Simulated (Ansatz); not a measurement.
Species: [Cd(CH3)(Br)] (charge 0, multiplicity 1).

Give a relaxed geometry from PBE-D3(BJ)/def2-SVP (Ansatz, a first-principles code).

the end point of this relaxation.
Cartesian coordinates (Å) in one orientation:
```xyz
6

Cd     0.009     0.040     0.023
C      2.039    -0.240     0.528
H      2.593    -0.605    -0.358
H      2.118    -0.984     1.343
H      2.473     0.721     0.863
Br    -2.342     0.364    -0.561
```
